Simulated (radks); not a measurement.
Spherical quantum dot in the effective-mass picture: electrons in a parabolic well V = omega^2 r^2 / 2 with omega = 3.64, all in effective atomic units (hartree* = m*/eps^2 hartree, bohr* = eps/m* bohr), one dielectric constant everywhere. Method: non-relativistic Kohn-Sham, LDA (Slater exchange, Perdew-Wang correlation), spin-polarised, spherical densities; computed with a radial shooting solver with Libxc functionals. Levels are named by radial order and angular momentum (1s, 1p, 1d, 2s, ...), and open shells are averaged over m.

N = 12, configuration 1s2 1p6 1d(up 4, down 0). This is the lowest configuration that the search found. Occupied and some empty levels:

| level | occupation | eigenvalue (hartree*) | <r> (bohr*) |
|---|---|---|---|
| 1s up | 1 | 17.430 | 0.7049 |
| 1s down | 1 | 17.566 | 0.6981 |
| 1p up | 3 | 20.013 | 0.9082 |
| 1p down | 3 | 20.196 | 0.9052 |
| 1d up | 4 | 22.774 | 1.061 |
| 1d down | 0 | 22.973 | 1.061 |
| 2s up | 0 | 23.078 | 0.9612 |
| 2s down | 0 | 23.218 | 0.9653 |
| 1f up | 0 | 25.685 | 1.187 |
| 1f down | 0 | 25.881 | 1.190 |
| 2p up | 0 | 26.115 | 1.098 |
| 2p down | 0 | 26.250 | 1.101 |

Energy (hartree*): total 180.089, kinetic 45.228, external 75.284, Hartree 69.886, exchange-correlation -10.308.
